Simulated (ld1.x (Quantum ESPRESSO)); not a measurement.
What one change does to a pseudopotential (H (Z = 1), TM semilocal)

H, norm-conserving Troullier–Martins (semilocal form), made with ld1.x (Quantum ESPRESSO) 7.5 (PBE, non-relativistic). Core none, reference 1s1. Waves: 1s (bound): rc 1.00 bohr. Local part: the s channel. Core correction: none.

All-electron outer shells of the reference configuration (PBE, non-relativistic, ld1.x):

```
shell  level (eV)  outermost node (bohr)  outermost maximum (bohr)
   1s       -6.49                      –                      1.03
```

Change: wave 1s (bound): rc 1.00 bohr becomes 1s (bound): rc 1.16 bohr.

Cutoffs: the cutoffs (Ry, on a coarse ladder) from which the occupation-weighted sum of valence levels, in a spherical-Bessel basis at the reference potential, stays within 10 and 1 mRy of its value at 400 Ry; they do not see the model core or the augmentation charge, which bear on the density cutoff. Errors are all-electron minus pseudo energies relative to the spin-unpolarised reference configuration.

Predict the effect on cutoff, ghosts and configuration errors.

The potential gets softer (25 Ry and 50 Ry → 21 Ry and 40 Ry); neither file shows a bound ghost. A larger radius leaves more room for a smooth pseudo-wave, so fewer plane waves are needed. A semilocal file is local in each channel, so a ghost entry of none says nothing of the separable form that plane-wave codes build from it.

```json
{"quantity": "cutoff, loose", "base": "25 Ry", "changed": "21 Ry"}
{"quantity": "cutoff, tight", "base": "50 Ry", "changed": "40 Ry"}
{"quantity": "bound ghosts", "base": "none", "changed": "none"}
{"quantity": "error for 1s0.5, meV [ΔE 4.76 eV]", "base": "+0.5", "changed": "+1.1"}
```
